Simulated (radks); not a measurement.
Q: These are the eigenvalues of the occupied orbitals of an atom or ion with whole-number occupations (eV). Calculated with a radial shooting solver on a logarithmic mesh with Libxc functionals: Dirac Kohn-Sham, PBE, spin-unpolarised, spherical densities, point nucleus.

1s1/2: -9719.574
2s1/2: -1358.692
2p1/2: -1220.258
2p3/2: -1196.403
3s1/2: -309.6671
3p1/2: -264.7673
3p3/2: -261.0989
3d3/2: -186.2979

Which element is it, and in what charge state? The configuration may be excited. Open shells, if any, fill j = l - 1/2 first.

A: Z = 30, zinc, charge +8: Zn8+ in [Ar] 3d4. The list shows which subshells hold electrons but not how many an open one holds; the 1s level, -357.19 hartree, gives Z - s = 26.7 by -(Z - s)^2/2, which with screening and relativity narrows Z to a few neighbours, and the depths of the outer levels then fix element, charge and occupations together.
